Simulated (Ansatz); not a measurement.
The same path of a periodic cell of 33 atoms, LiAl₃₂ (host Al, host structure fcc, interstitial Li) was run twice with different band settings. Lost on the way: Al1–Al2, Al2–Al6, Al4–Li33, Al5–Al6, Al8–Li33, Al15–Li33. Made: Al1–Al15, Al2–Li33, Al4–Al5, Al4–Al15, Al6–Li33, Al9–Li33.

The calculation used DFT PBE-D3(BJ), scalar-relativistic, plane waves, PAW (Ansatz). Settings: cutoff 420 eV, k mesh 2x2x2, gaussian smearing 0.15 eV, no spin polarisation.

Relaxed end points:

```xyz
33
Lattice="8.1000 0.0000 0.0000 0.0000 8.1000 0.0000 0.0000 0.0000 8.1000" Properties=species:S:1:pos:R:3
Al 4.427 -0.006 -0.001
Al 6.079 2.132 0.000
Al 6.079 -0.001 2.132
Al -0.355 -0.006 -0.001
Al 2.022 2.413 -0.001
Al 4.157 4.058 0.000
Al 6.079 5.969 0.000
Al 2.022 -0.006 2.394
Al 4.041 2.017 2.016
Al 6.075 4.049 2.061
Al 4.157 -0.001 4.051
Al 6.075 2.060 4.050
Al 6.079 0.000 5.969
Al -0.106 4.058 0.000
Al 2.022 5.730 -0.001
Al 0.007 2.021 2.019
Al 2.025 4.058 2.132
Al 4.048 6.080 2.022
Al -0.106 0.000 4.051
Al 2.025 2.132 4.051
Al 4.086 4.049 4.050
Al 6.075 6.037 4.050
Al 2.022 -0.006 5.712
Al 4.042 2.018 6.084
Al 6.075 4.049 6.038
Al 0.001 6.077 2.025
Al -0.037 4.049 4.050
Al 2.025 5.969 4.051
Al 0.006 2.022 6.081
Al 2.025 4.058 5.968
Al 4.049 6.079 6.077
Al 0.000 6.076 6.074
Li 2.040 0.029 0.005
```

```xyz
33
Lattice="8.1000 0.0000 0.0000 0.0000 8.1000 0.0000 0.0000 0.0000 8.1000" Properties=species:S:1:pos:R:3
Al 4.048 -0.378 -0.003
Al 6.447 2.028 -0.003
Al 6.067 0.007 2.017
Al 0.002 -0.106 0.000
Al 1.664 2.028 -0.003
Al 4.048 4.406 -0.003
Al 6.181 6.071 0.000
Al 2.032 0.006 2.019
Al 4.048 2.028 2.401
Al 6.070 4.044 2.021
Al 4.050 -0.106 4.054
Al 6.181 2.025 4.054
Al 6.070 0.004 6.081
Al 0.002 4.156 0.000
Al 1.919 6.071 0.000
Al 0.002 2.025 2.131
Al 2.029 4.046 2.022
Al 4.050 6.071 2.131
Al 0.000 -0.036 4.050
Al 1.919 2.025 4.054
Al 4.050 4.156 4.054
Al 6.111 6.075 4.050
Al 2.029 0.003 6.080
Al 4.048 2.028 5.718
Al 6.073 4.047 6.078
Al 0.000 6.075 2.061
Al 0.000 4.087 4.050
Al 1.989 6.075 4.050
Al 0.002 2.025 5.969
Al 2.026 4.048 6.077
Al 4.050 6.071 5.969
Al 0.000 6.075 6.038
Li 4.057 2.010 0.013
```

Common settings: climbing image yes; optimiser quadratic models (default); force threshold 0.05 eV/Å; end points relaxed.

| run | movable images | spring | start path | iteration limit |
| --- | --- | --- | --- | --- |
| 1 | 5 | 10.0 eV/Å² | IDPP | 39 |
| 2 | 3 | 5.0 eV/Å² | default | 8 |

(1) What does each run give, and how far can it be trusted?

## Answers

(1) Run 1: converged after 15 iterations, highest image 0.502 eV above the first end. By the program's own check the climbing image is of a kind that is not told: the force calls were inconclusive, a negative curvature could not be distinguished from the path's own, the only one lies far off the path, or fixed occupations may fill a level only in part (lowest curvatures found: -0.64 and -0.09 eV/Å²).
Run 2: converged after 5 iterations, highest image 0.611 eV above the first end. The order of the stationary point at the top wasn't checked.
Limits of this set-up: coarse k mesh.
